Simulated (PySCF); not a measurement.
CH4ClNSW, SMILES [CH3][W](=[NH])(=[S])[Cl], multiplicity 1. Heavy atoms are numbered as in [W:1](=[NH:2])(=[S:4])([Cl:5])[CH3:6]. Hydrogens are named by the atom that carries them.

Geometry: PBE0-D3(BJ)/def2-SVP. The spin state was assumed, not searched. The structure was generated by enumeration; whether it is a known compound was not checked. The def2 effective core potentials stand for the cores of W; spin–orbit coupling is left out.

The numbers are results of PBE/def2-TZVP run with PySCF, not measurements.

ESP charges are fitted to the potential on shells at 1.4 to 2.0 van der Waals radii. Atomic charges (e), one atom of each kind:

| atom | Löwdin | ESP fit |
|---|---|---|
| W1 | 0.02 | 0.55 |
| N2 (NH) | -0.28 | -0.53 |
| H on N2 | 0.16 | 0.36 |
| S4 | ___ | -0.22 |
| Cl5 | ___ | -0.13 |
| C6 (CH3) | -0.50 | -0.49 |
| H on C6 | ___ | 0.15 |

What belongs in the gaps? (The exact figures need the calculation; the answer reports its results.)


- S4, Löwdin: 0.11
- Cl5, Löwdin: 0.09
- H on C6, Löwdin: 0.14
